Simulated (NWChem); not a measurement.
# sulfur trioxide (SO₃); SMILES O=S(=O)=O

All runs: NWChem. Pople sets run with spherical d functions. Each level has its own optimisation. Entropies are gas-phase, rigid-rotor, harmonic values for NWChem's default masses at 298.15 K and 1 bar, so the errors hold that model's part too (torsions, anharmonicity).

Measured entropy at 1 bar: 61.4 cal/(mol K) (CRC Handbook, as tabulated in the package chemicals).

Question: Which of these levels lies farthest from the measured value, and how do the others fare: PBE0/def2-SVP; B3LYP/6-31G*; Hartree-Fock/6-31G*; BLYP/def2-SVP; PBE/def2-SVP; LDA (Slater exchange, VWN5)/def2-SVP; Hartree-Fock/3-21G?

Answer: Hartree-Fock/3-21G.
```
level                                 entropy at 1 bar (cal/(mol K))  computed − measured
------------------------------------  ------------------------------  -------------------
Hartree-Fock/3-21G                                              62.8                 +1.4
Hartree-Fock/6-31G*                                             60.8                 -0.6
B3LYP/6-31G*                                                    61.7                 +0.3
LDA (Slater exchange, VWN5)/def2-SVP                            61.8                 +0.4
PBE/def2-SVP                                                    62.0                 +0.6
BLYP/def2-SVP                                                   62.1                 +0.7
PBE0/def2-SVP                                                   61.5                 +0.1
```
